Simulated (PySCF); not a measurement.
Species: C3H5ClN2Si.
Numbering: `[SiH3:1][n:2]1[cH:3][n:4][cH:5][c:6]1[Cl:7]` (hydrogens: H8, H9, H10 on Si1; H11 on C3; H12 on C5)

The same species was optimised twice, with GFN2-xTB and with PBE0-D3(BJ)/def2-SVP (PySCF), and the same property calculations (PySCF, gas phase) were run on both structures.

```json
{"coordinate": "Si1–N2 (Å)", "GFN2-xTB": "1.760", "PBE0-D3(BJ)/def2-SVP": "1.786", "change": "+0.026"}
{"coordinate": "N2–C3 (Å)", "GFN2-xTB": "1.363", "PBE0-D3(BJ)/def2-SVP": "1.376", "change": "+0.013"}
{"coordinate": "C5–C6 (Å)", "GFN2-xTB": "1.362", "PBE0-D3(BJ)/def2-SVP": "1.371", "change": "+0.009"}
{"coordinate": "N2–C6 (Å)", "GFN2-xTB": "1.371", "PBE0-D3(BJ)/def2-SVP": "1.379", "change": "+0.008"}
{"coordinate": "C6–Cl7 (Å)", "GFN2-xTB": "1.702", "PBE0-D3(BJ)/def2-SVP": "1.710", "change": "+0.008"}
{"coordinate": "C3–N4 (Å)", "GFN2-xTB": "1.297", "PBE0-D3(BJ)/def2-SVP": "1.305", "change": "+0.008"}
{"coordinate": "N4–C5 (Å)", "GFN2-xTB": "1.363", "PBE0-D3(BJ)/def2-SVP": "1.368", "change": "+0.005"}
{"coordinate": "Si1–N2–C3 (°)", "GFN2-xTB": "130.8", "PBE0-D3(BJ)/def2-SVP": "128.2", "change": "-2.6"}
{"coordinate": "Si1–N2–C6 (°)", "GFN2-xTB": "125.2", "PBE0-D3(BJ)/def2-SVP": "127.3", "change": "+2.1"}
{"coordinate": "N2–C6–Cl7 (°)", "GFN2-xTB": "119.6", "PBE0-D3(BJ)/def2-SVP": "120.7", "change": "+1.1"}
{"coordinate": "N2–C6–C5 (°)", "GFN2-xTB": "108.2", "PBE0-D3(BJ)/def2-SVP": "107.5", "change": "-0.7"}
{"coordinate": "N4–C5–C6 (°)", "GFN2-xTB": "108.5", "PBE0-D3(BJ)/def2-SVP": "109.2", "change": "+0.7"}
{"coordinate": "C3–N2–C6 (°)", "GFN2-xTB": "104.0", "PBE0-D3(BJ)/def2-SVP": "104.5", "change": "+0.5"}
{"coordinate": "N2–C3–N4 (°)", "GFN2-xTB": "113.2", "PBE0-D3(BJ)/def2-SVP": "112.8", "change": "-0.4"}
{"coordinate": "C5–C6–Cl7 (°)", "GFN2-xTB": "132.2", "PBE0-D3(BJ)/def2-SVP": "131.8", "change": "-0.4"}
```

Rotational constants: A = 2230, B = 2034, C = 1077 MHz (GFN2-xTB) against A = 2109, B = 2032, C = 1048 MHz (PBE0-D3(BJ)/def2-SVP). Point groups within 0.08 Å: Cs and Cs.

On the GFN2-xTB structure: HOMO (eV) -6.75 [PBE0/pcSseg-1]; LUMO (eV) -0.07 [PBE0/pcSseg-1]; dipole (D) 3.20 [PBE0/pcSseg-1]; GIAO shielding of Si1 (ppm) 406.9 [PBE0/pcSseg-1]; GIAO shielding of N2 (ppm) 85.1 [PBE0/pcSseg-1]; GIAO shielding of C3 (ppm) 44.7 [PBE0/pcSseg-1]; GIAO shielding of N4 (ppm) -47.6 [PBE0/pcSseg-1]; GIAO shielding of C5 (ppm) 52.9 [PBE0/pcSseg-1]; GIAO shielding of C6 (ppm) 58.3 [PBE0/pcSseg-1]; GIAO shielding of Cl7 (ppm) 809.5 [PBE0/pcSseg-1].

Question: What do these properties become on the PBE0-D3(BJ)/def2-SVP structure?

Answer: 
```
                                    property          level  on GFN2-xTB  on PBE0-D3(BJ)/def2-SVP  change
                                   HOMO (eV)  PBE0/pcSseg-1        -6.75                    -6.77   -0.02
                                   LUMO (eV)  PBE0/pcSseg-1        -0.07                    -0.03   +0.04
                                  dipole (D)  PBE0/pcSseg-1         3.20                     3.08   -0.12
energy, GFN2-xTB geometry as zero (kcal/mol)  PBE0/pcSseg-1          0.0                     -1.5    -1.5
                 GIAO shielding of Si1 (ppm)  PBE0/pcSseg-1        406.9                    403.6    -3.3
                  GIAO shielding of N2 (ppm)  PBE0/pcSseg-1         85.1                     79.9    -5.2
                  GIAO shielding of C3 (ppm)  PBE0/pcSseg-1         44.7                     41.7    -3.0
                  GIAO shielding of N4 (ppm)  PBE0/pcSseg-1        -47.6                    -50.8    -3.2
                  GIAO shielding of C5 (ppm)  PBE0/pcSseg-1         52.9                     50.3    -2.6
                  GIAO shielding of C6 (ppm)  PBE0/pcSseg-1         58.3                     55.4    -2.9
                 GIAO shielding of Cl7 (ppm)  PBE0/pcSseg-1        809.5                    802.7    -6.8
```

The heavy atoms differ by 0.031 Å rms after alignment. Among bonds between heavy atoms Si1–N2 changes most (+0.026 Å). Changes are differences of the printed values. Neither structure is proved a minimum here.
